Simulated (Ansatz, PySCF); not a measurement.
B(CCH)(Cl)(Me) (C₃H₄BCl), SMILES C#CB(C)Cl.

Coordinates come from a PBE0-D3(BJ)/def2-SVP optimisation. The structure was generated by enumeration, and PubChem lists no compound with its InChIKey, so it may never have been made.

Vertical ionisation energy (IE) and electron affinity (EA) in eV. Rows of orbital energies are one-electron estimates. Where ΔSCF, EOM or ADC give a negative EA the extra electron is unbound and the value depends on the basis.

```
level                                                                        IE    EA
------------------------------------------------------------------------  -----  ----
−ε(HOMO), −ε(LUMO), M06-2X/def2-TZVP (PySCF)                               9.54  1.02
−ε(HOMO), −ε(LUMO), PBE/def2-TZVP (PySCF)                                  7.04  2.82
ΔSCF, CAM-B3LYP/def2-SVPD (Ansatz), final states of multiplicity 2 and 2  10.73  0.13
ΔSCF, PBE/def2-SVPD (Ansatz), final states of multiplicity 2 and 2        10.24  0.18
```

Task: What vertical singlet–triplet gap does ΔSCF give with CAM-B3LYP/def2-SVPD (Ansatz, a first-principles code) and with PBE/def2-SVPD (Ansatz)? (The exact figures need the calculation; the answer reports its results.)

Result: 4.35 and 4.19 eV (triplet above singlet where positive).
